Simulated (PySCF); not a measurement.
One molecule, one basis, several functionals.

C₂H₇BN₂.
Bonds: C1–C2, C2–N3 (triple), N3–B4, B4–N5. Hydrogens: H6, H7, H8 on C1; H9, H10 on B4; H11, H12 on N5.

Torsions of this conformer, `[CH3:1][C:2]#[N+:3][BH2-:4][NH2:5]`: H–N5–B4–N3 76°, H–N5–B4–N3 -76°.

PySCF, pcSseg-2 basis, density fitting, gas phase, PBE0-D3(BJ)/def2-SVP geometry. One functional is left out:

```
functional  exact exchange (%)  HOMO energy (eV)  LUMO energy (eV)  dipole moment (D)
     B97-D                   0             -4.75             -1.21              7.173
      BLYP                   0             -4.64             -1.18              7.150
      BP86                   0             -4.87             -1.36              7.153
       LDA                   0             -4.90             -1.48              7.189
      OPBE                   0             -4.72             -1.18              7.098
       PBE                   0             -4.76             -1.28              7.128
     B3LYP                  20             -5.89             -0.51              7.425
      PBE0                  25             -6.13             -0.24              7.462
  mPW1PW91                  25             -6.15             -0.26              7.464
 BHandHLYP                  50             -7.45              0.26              7.712
```

Problem. Predict the row of B97-2 (21 % exact exchange) by straight lines through the other rows, and check it.

Solution. 
| property | line | computed | computed − line | B3LYP (20 %), for comparison |
| --- | --- | --- | --- | --- |
| HOMO energy (eV) | -5.91 | -5.86 | +0.05 | -5.89 |
| LUMO energy (eV) | -0.54 | -0.31 | +0.23 | -0.51 |
| dipole moment (D) | 7.401 | 7.425 | +0.024 | 7.425 |

Problem. Which of these properties follows the share of exact exchange most closely, and which least?

Solution. Most closely the HOMO energy, least the LUMO energy; the correlations over the tabulated rows are HOMO energy -0.997, dipole moment 0.989, LUMO energy 0.975. The HOMO energy moves by -0.539 eV for every 10 %. Functionals with the same share still differ in their other parts: at 0 % BLYP and LDA differ by 0.26 eV in it.
